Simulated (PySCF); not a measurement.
**Ionisation energy of Ag²⁷⁺ by level of theory**

Ag²⁷⁺ [Ar] 3d2 [3d3/2^2, M_J = 2] → Ag²⁸⁺ [Ar] 3d1 [3d3/2^1, M_J = 3/2], as a difference of total energies. Calculation: PySCF 2.14, in an even-tempered Gaussian basis (16 s from 4 bohr⁻², ratio 2.8; 12 p from 5.2 bohr⁻², ratio 2.8; 8 d from 5.2 bohr⁻², ratio 2.8; 3 f from 16 bohr⁻², ratio 3); the two-component X2C-1e Hamiltonian. Correlated levels: [Ne] frozen; the 74 highest virtual spinors dropped. "Screened" scales the spin-orbit matrix elements by Boettger's factors to mimic the two-electron term; Breit and QED terms are absent.

```csv
method,ionisation energy (eV)
GHF (spin-free),1457.4
GMP2 (spin-free),1457.2
GHF (screened spin-orbit),1460.3
GMP2 (screened spin-orbit),1460.2
```

Breit and QED terms and the two-electron picture change are absent.

The spin-free rows relax to the high-spin LS determinant and lack the spin-orbit shift.

The labels give the starting determinants; with spin-orbit coupling the two ends relaxed to ⟨J²⟩ = 6.19, ⟨L²⟩ = 10.89, ⟨S²⟩ = 1.67 and ⟨J²⟩ = 3.75, ⟨L²⟩ = 6.01, ⟨S²⟩ = 0.76.

For comparison: 1460 ± 4 eV (theoretical estimate listed by NIST; NIST Atomic Spectra Database, ionization energies).
